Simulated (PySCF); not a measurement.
## How exact exchange moves a shielding

Molecule: SMILES C[SiH](C)[SiH2]O, C2H10OSi2.

Numbering as in the mapped SMILES `[CH3:1][SiH:2]([CH3:3])[SiH2:4][OH:5]` (H(Xn): hydrogen on atom n).

GIAO shieldings (ppm, equivalent atoms averaged) in PySCF 2.14.0 with density-fitted response routines on the PBE0-D3(BJ)/def2-SVP geometry, basis pcSseg-1, gas phase, non-relativistic:

| functional | exact exchange (%) | σ(Si4) | σ(Si2) |
| --- | --- | --- | --- |
| BLYP | 0 | 342.8 | 364.9 |
| BP86 | 0 | 350.0 | 377.0 |
| PBE | 0 | 350.9 | 378.4 |
| B3LYP | 20 | 356.9 | 378.9 |
| PBE0 | 25 | 368.5 | 395.0 |
| BHandHLYP | 50 | 378.1 | 398.4 |
| HF | 100 | 415.8 | 431.6 |

(1) Fit each shielding as a line in the percentage of exact exchange.

(2) What does the line predict for mPW1PW91 (25 %), and what does the run give?

Answers

(1) σ(Si4) = 347.4 + 0.67 x (rms 3.5 ppm); σ(Si2) = 373.2 + 0.57 x (rms 5.5 ppm). The functionals also differ in their semilocal parts, which the line can't hold; Hartree–Fock has no correlation at all.

(2) σ(Si4): 364.1 predicted, 366.9 computed; σ(Si2): 387.4 predicted, 393.0 computed ppm.
